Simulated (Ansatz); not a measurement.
Geometry optimisation, RHF/def2-SVP in Ansatz.

input.yaml

```yaml
crystal:
  periodic: [false, false, false]
  atoms:
    - { symbol: Ga, position_ang: [0.0, 0.0, 0.0] }
    - { symbol: O, position_ang: [0.0, 0.0, 2.14] }
    - { symbol: H, position_ang: [-0.9095, -0.2814, 2.4771] }
    - { symbol: H, position_ang: [1.3596, 0.0, -0.785] }
    - { symbol: H, position_ang: [-1.3596, 0.0, -0.785] }
    - { symbol: Cl, position_ang: [0.1138, 2.4077, 0.8009] }
    - { symbol: H, position_ang: [0.0599, 1.267, 1.9489] }
basis:
  gaussian: { orbitals: def2-SVP }
hamiltonian:
  xc: hf
relax:
  f_tol: 0.15
  max_steps: 25
  restrain:
    - { distance: [0, 5], at: 3.44, k: 30.0 }
    - { distance: [6, 1], at: 2.21, k: 30.0 }
    - { distance: [0, 1], at: 1.79, k: 30.0 }
    - { distance: [6, 5], at: 1.37, k: 30.0 }
```

Launched with:

```bash
$ ansatz run input.yaml --threads 1 --pin off --max-ram 2048MiB --backend cpu --events-out ev --progress --plain --runs-dir out
```

Task: Where does it end, and by what steps?

Result: The run converged. The restraints hold the end off the free minimum. After 8 steps the energy has fallen by 0.698 eV (the restraints' own energy left out); H7 moved furthest, 0.70 Å. Parted: Ga1–Cl6 (2.54 → 3.44 Å).

```json
{"step": "0", "energy less start (eV)": "0.0000", "largest force component (eV/Å)": "2.714", "accepted": "yes"}
{"step": "1", "energy less start (eV)": "0.2375", "largest force component (eV/Å)": "1.893", "accepted": "yes"}
{"step": "2", "energy less start (eV)": "-0.1045", "largest force component (eV/Å)": "1.654", "accepted": "yes"}
{"step": "3", "energy less start (eV)": "-0.4143", "largest force component (eV/Å)": "1.438", "accepted": "yes"}
{"step": "4", "energy less start (eV)": "-0.6170", "largest force component (eV/Å)": "1.545", "accepted": "yes"}
{"step": "5", "energy less start (eV)": "-0.6330", "largest force component (eV/Å)": "1.519", "accepted": "yes"}
{"step": "6", "energy less start (eV)": "-0.6813", "largest force component (eV/Å)": "1.049", "accepted": "yes"}
{"step": "7", "energy less start (eV)": "-0.6998", "largest force component (eV/Å)": "0.827", "accepted": "yes"}
{"step": "8", "energy less start (eV)": "-0.6981", "largest force component (eV/Å)": "1.060", "accepted": "yes"}
```

```xyz
7
Properties=species:S:1:pos:R:3
Ga -0.086 -0.241 -0.008
O -0.121 -0.231 1.784
H -0.919 -0.464 2.233
H 1.328 -0.095 -0.647
H -1.456 -0.476 -0.735
Cl 0.238 2.972 1.178
H 0.281 1.928 1.992
```

The run took 18 s on 1 thread of Arm Neoverse V2, on a shared host, peak memory 0.16 GiB.
